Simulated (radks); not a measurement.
Values are calculated unless marked as measured or tabulated.
Numerical settings for the helium ion He+, 1s1. Code: a radial shooting solver on a logarithmic mesh with Libxc functionals. Model: Dirac Kohn-Sham, BLYP, spin-unpolarised, spherical densities, finite nucleus; Gaussian nuclear charge, rms radius 1.6755 fm. The defaults (mesh step 0.008 in ln r, mesh end at 40 bohr or more with all orbitals vanishing there, Anderson mixing 0.5 over 9 steps, residual threshold near 1e-9 with the energy settled to 1e-9 hartree or 1e-11 of itself, here a cap of 67 iterations) give E = -1.9092 hartree and 1s1/2 at -39.358 eV in 16 iterations. Run on one thread of a shared host, so times are rough (Arm Neoverse V1): 0.03 s of CPU time, 0.03 s wall, 16 iterations on 2189 mesh points. Changes against that run (0 stands for a change within the tolerance of the run):

setting                     iterations  converged  E (mhartree)  e(1s1/2) (meV)  CPU (s)
mesh step in ln r 0.003             17        yes             0               0     0.06
mesh step in ln r 0.012             15        yes             0               0     0.02
mesh step in ln r 0.12              67         no     -6.36e+03               -     0.04
mesh end (bohr) 2                   16        yes         +85.8       +3.85e+03     0.02
mesh end (bohr) 12                  16        yes             0               0     0.03
residual threshold 0.1               7        yes             0          +0.131     0.01
residual threshold 1e-05            10        yes             0         -0.0179     0.02
mixing 1                            13        yes             0               0     0.02
linear mixing, mixing 0.2           31         no      +0.00767       -2.74e+03     0.04
linear mixing, mixing 0.05          67         no      +0.00241            -455     0.08
mixing history 20                   17        yes             0               0     0.03
iteration cap 3                      3         no       +0.0046           +6.64     0.01

Settings that end as converged yet miss the energy by more than 1 mhartree: mesh end (bohr) 2 (+0.0858 hartree). A mesh that ends early acts as a hard wall.
